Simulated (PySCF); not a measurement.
W(CO)6 (C6O6W), SMILES [O+]#[C-]->[W](<-[C-]#[O+])(<-[C-]#[O+])(<-[C-]#[O+])(<-[C-]#[O+])<-[C-]#[O+], multiplicity 1.

Geometry optimised at B3LYP-D3(BJ)/def2-SVP. The multiplicity is an assumed one; other spin states were not compared. The isomer is the one that the SMILES or the coordinates give; other isomers of the formula were not compared. The def2 effective core potentials stand for the cores of W; spin–orbit coupling is left out.

The numbers are results of M06-2X/def2-SVP in PySCF, not measurements.

Isolated molecule, no solvent.

Task: Estimate the frontier levels, gap, dipole moment and polarisability. (Estimate from the structure and the level; the computed values follow.)

Result: 
```yaml
highest_occupied_level: -7.89 eV
lowest_empty_level: -0.95 eV
orbital_gap: 6.94 eV
dipole_moment: 0.00 D
quadrupole, principal values (traceless, Buckingham form, about the centre of nuclear charge): 0.00, 0.00, 0.00 D·Å
mean_static_polarisability: 131.7 bohr³ (19.51 Å³)
polarisability_principal_values: 131.7, 131.7, 131.7 bohr³
```
